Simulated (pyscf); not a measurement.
PySCF, gas phase, ωB97X-D3(BJ)/def2-SVP geometries.

SMILES: [SiH](F)(O[SiH3])O[SiH3]
```xyz
13

F     -2.1433    -0.1997     1.4103
Si    -0.8634    -1.1713     1.2061
O     -0.9557    -1.7959    -0.3056
Si    -1.1744    -1.2714    -1.8742
O      0.4917    -0.2693     1.3764
Si     1.5358     0.6661     0.4743
H     -0.9051    -2.2385     2.2131
H     -0.1885    -1.9614    -2.7468
H     -0.9538     0.2031    -1.9390
H     -2.5575    -1.5885    -2.3196
H      0.9099     1.9826     0.1716
H      1.8478    -0.0325    -0.8066
H      2.7824     0.8616     1.2584
```
Charge 0, spin multiplicity 1.

Task: How much does it cost (ΔH, 298 K, ωB97M-D3(BJ)/def2-TZVP) to split F–SiH(O–SiH₃)–O–SiH₃ at its O–Si bond into F–SiH•–O–SiH₃ + •O–SiH₃?

Result: O–Si to F–SiH•–O–SiH₃ + •O–SiH₃: 588.1 kJ/mol. The 7 functionals that were run give +539.0 (PBE) to +595.6 kJ/mol (M06-2X). •O–SiH₃ lies 104.0 kJ/mol over its isomer HO–SiH₂•, and others may lie lower still (electronic energy, ωB97M-D3(BJ)). Other isomers of F–SiH•–O–SiH₃ were not searched in full and may lie lower.
